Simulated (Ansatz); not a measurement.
Ideal-gas functions of C2H3BCl2, SMILES `ClB1CC1Cl` at 500 K and 1 bar, from an Ansatz frequency run at PBE0-D4/def2-TZVP.

Molar mass 108.76 g/mol, point group C1 (symmetry number 1), electronic degeneracy 1, moments of inertia 78.238, 315.54, 373.221 u Å². Harmonic wavenumbers (cm⁻¹, unscaled): 86, 221, 291, 374, 522, 656, 666, 896, 931, 949, 1018, 1090, 1217, 1353, 1446, 3122, 3180, 3201.

Use S(trans) = R[1.5 ln M + 2.5 ln T − 1.1517]; rotational temperatures θ = 24.2544 K / I; S(rot) = R[ln(√π/σ · √(T³/θAθBθC)) + 1.5]; for each mode x = 1.438777 ν̃/T, S = R[x/(eˣ − 1) − ln(1 − e⁻ˣ)] and H = RT x/(eˣ − 1); 1 cm⁻¹ = 0.0119627 kJ/mol; R = 8.31446 J/(mol·K).

Task: By hand: the entropy, in J/(mol·K).

Result: Translation 178.1. Rotation: θ = 0.31, 0.0769, 0.065 K, giving 121.6. Vibration, mode by mode: 19.95, 12.22, 10.03, 8.09, 5.67, 4.17, 4.07, 2.42, 2.23, 2.14, 1.83, 1.55, 1.16, 0.84, 0.68, 0.01, 0.01, 0.01, in all 77.1. Electronic 0.0. Sum 376.8 J/(mol·K).

Task: By hand: H − E and G − E in kJ/mol, counted from the electronic energy.

Result: Zero-point energy ½ × 21219 × 0.0119627 = 126.9; thermal vibration 21.0; translation, rotation and pV give 4 RT = 16.6. H − E = 164.5 kJ/mol, and G − E = 164.5 − 500 × 376.8/1000 = -23.9 kJ/mol.

Vibration gives 20 % of the entropy, 19.9 J/(mol·K) of it from the mode under 150 cm⁻¹: soft modes count most, and the harmonic formula is weakest for them. The sum counts one conformer and one mirror image; others add a mixing term.
